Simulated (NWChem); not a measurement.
System: BCl

Parts of the log:

```
             Northwest Computational Chemistry Package (NWChem) 7.3.0
             --------------------------------------------------------

 ORDER OF PRIMARY AXIS IS BEING SET TO 4
 C4V symmetry detected

                             Geometry "geometry" -> ""
                             -------------------------

 Output coordinates in angstroms (scale by  1.889725989 to convert to a.u.)

  No.       Tag          Charge          X              Y              Z
 ---- ---------------- ---------- -------------- -------------- --------------
    1 B                    5.0000     0.00000000     0.00000000    -1.22002653
    2 Cl                  17.0000     0.00000000     0.00000000     0.35883133

 Effective nuclear repulsion energy (a.u.)      28.4889903132

      Symmetry information
      --------------------

 Group name             C4v
 Group number             18
 Group order               8
 No. of unique centers     2

                                Z-matrix (autoz)
                                --------

 Units are Angstrom for bonds and degrees for angles

      Type          Name      I     J     K     L     M      Value
      ----------- --------  ----- ----- ----- ----- ----- ----------
    1 Stretch                  1     2                       1.57886

                           NWChem Geometry Optimization
                           ----------------------------

 maximum gradient threshold         (gmax) =   0.000450
 rms gradient threshold             (grms) =   0.000300
 maximum cartesian step threshold   (xmax) =   0.001800
 rms cartesian step threshold       (xrms) =   0.001200
 fixed trust radius                (trust) =   0.300000
 source of zmatrix                         =   autoz

          -------------------
          Energy Minimization
          -------------------

 Using diagonal initial Hessian
 Scaling for Hessian diagonals: bonds = 1.00  angles = 0.25  torsions = 0.10

          --------
          Step   0

                                 NWChem DFT Module
                                 -----------------

[...]

      ----------------------
      Optimization converged
      ----------------------

  Step       Energy      Delta E   Gmax     Grms     Xrms     Xmax
  ---- ---------------- -------- -------- -------- -------- --------
@    3    -484.62556417 -4.1D-07  0.00003  0.00003  0.00050  0.00087
                                     ok       ok       ok       ok

                                Z-matrix (autoz)
                                --------

 Units are Angstrom for bonds and degrees for angles

      Type          Name      I     J     K     L     M      Value     Gradient
      ----------- --------  ----- ----- ----- ----- ----- ---------- ----------
    1 Stretch                  1     2                       1.71925   -0.00003

                         Geometry "geometry" -> "geometry"
                         ---------------------------------

 Output coordinates in angstroms (scale by  1.889725989 to convert to a.u.)

  No.       Tag          Charge          X              Y              Z
 ---- ---------------- ---------- -------------- -------------- --------------
    1 B                    5.0000     0.00000000     0.00000000    -1.29022253
    2 Cl                  17.0000     0.00000000     0.00000000     0.42902733

 Effective nuclear repulsion energy (a.u.)      26.1626115667

      Symmetry information
      --------------------

 Group name             C4v
 Group number             18
 Group order               8
 No. of unique centers     2

                Final and change from initial internal coordinates
                --------------------------------------------------

                                Z-matrix (autoz)
                                --------

 Units are Angstrom for bonds and degrees for angles

[...]

 Rotational Constants
 --------------------
 A=   0.000000 cm-1  (  0.000000 K)
 B=   0.681133 cm-1  (  0.979977 K)
 C=   0.681133 cm-1  (  0.979977 K)

 Temperature                      =   298.15K
 frequency scaling parameter      =   1.0000

 Linear Molecule

 Zero-Point correction to Energy  =    1.229 kcal/mol  (  0.001958 au)
 Thermal correction to Energy     =    2.749 kcal/mol  (  0.004381 au)
 Thermal correction to Enthalpy   =    3.341 kcal/mol  (  0.005324 au)

 Total Entropy                    =   50.892 cal/mol-K
   - Translational                =   37.385 cal/mol-K (mol. weight =  45.9782)
   - Rotational                   =   13.344 cal/mol-K (symmetry #  =        1)
   - Vibrational                  =    0.164 cal/mol-K

 Cv (constant volume heat capacity) =    5.522 cal/mol-K
   - Translational                  =    2.979 cal/mol-K
   - Rotational                     =    1.986 cal/mol-K
   - Vibrational                    =    0.557 cal/mol-K

[normal modes left out]

 ----------------------------------------------------------------------------
 Normal Eigenvalue ||           Projected Infra Red Intensities
  Mode   [cm**-1]  || [atomic units] [(debye/angs)**2] [(KM/mol)] [arbitrary]
 ------ ---------- || -------------- ----------------- ---------- -----------
    1       -0.000 ||    0.000000           0.000         0.000       0.000
    2        0.000 ||    0.004156           0.096         4.052       1.031
    3        0.000 ||    0.004156           0.096         4.051       1.031
    4        0.000 ||    0.001309           0.030         1.276       0.325
    5        0.000 ||    0.001308           0.030         1.275       0.325
    6      860.082 ||    0.230902           5.327       225.095      57.288
 ----------------------------------------------------------------------------
```

Level: PBE0/def2-SVP. 

Task: Write an input that gives this output.

Result: One answer among several that fit: the input that was run:
```
start job
memory heap 200 mb stack 900 mb global 1100 mb
geometry units angstroms
  B     -0.708715    -0.691097    -0.695693
  Cl     0.216115     0.210742     0.212144
end
basis spherical
  * library def2-svp
end
dft
  xc pbe0
  iterations 150
end
driver
  maxiter 120
end
task dft optimize
task dft freq
```
